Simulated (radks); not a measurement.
Results of a calculation; reference values are marked as such.
Question: The mean radii <r> (bohr) of the occupied orbitals of an atom or ion are listed with their occupations. Level of theory: scalar-relativistic Kohn-Sham, Slater X-alpha with alpha = 0.761, spin-polarised, spherical densities, finite nucleus; Fermi nuclear charge, rms radius of each element as measured or else 0.836 A^(1/3) + 0.57 fm (a radial shooting solver on a logarithmic mesh with Libxc functionals).

| orbital | occ. | <r> |
|---|---|---|
| 1s up | 1 | 0.03610 |
| 1s down | 1 | 0.03610 |
| 2s up | 1 | 0.1580 |
| 2s down | 1 | 0.1580 |
| 2p up | 3 | 0.1375 |
| 2p down | 3 | 0.1375 |
| 3s up | 1 | 0.4428 |
| 3s down | 1 | 0.4427 |
| 3p up | 3 | 0.4448 |
| 3p down | 3 | 0.4446 |
| 3d up | 5 | 0.4310 |
| 3d down | 5 | 0.4307 |
| 4s up | 1 | 1.157 |
| 4s down | 1 | 1.145 |
| 4p up | 3 | 1.302 |
| 4p down | 3 | 1.281 |
| 5s up | 1 | 3.533 |
| 4d up | 4 | 2.147 |

Name the element and its charge. Open shells, if any, are filled with parallel spins first.

Answer: Z = 41, niobium, charge 0: Nb in [Kr] 4d4 5s1. The 1s radius gives Z: for a bare nucleus <r> = (2 gamma + 1)/(2Z) with gamma = sqrt(1 - (Z/c)^2), 0.03547 bohr for Z = 41, and screening makes it slightly larger (0.03610 here). The occupations add up to 41, and the charge is Z minus that.
